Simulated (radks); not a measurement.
Task: The mean radii <r> (bohr) of the occupied orbitals of an atom or ion are listed with their occupations. All-electron calculation, scalar-relativistic Kohn-Sham, r2SCAN, spin-polarised, spherical densities, finite nucleus; meta-GGA in the generalised Kohn-Sham scheme; Fermi nuclear charge, rms radius of each element as measured or else 0.836 A^(1/3) + 0.57 fm. Program: a radial shooting solver on a logarithmic mesh with Libxc functionals.

| orbital | occ. | <r> |
|---|---|---|
| 1s up | 1 | 0.1989 |
| 1s down | 1 | 0.1982 |
| 2s up | 1 | 0.9707 |
| 2s down | 1 | 0.9873 |
| 2p up | 1 | 0.9154 |

Name the element and its charge. Open shells, if any, are filled with parallel spins first.

Result: Z = 8, oxygen, charge +3: O3+ in [He] 2s2 2p1. The 1s radius gives Z: for a bare nucleus <r> = (2 gamma + 1)/(2Z) with gamma = sqrt(1 - (Z/c)^2), 0.1873 bohr for Z = 8, and screening makes it slightly larger (0.1989 here). The occupations add up to 5, and the charge is Z minus that.
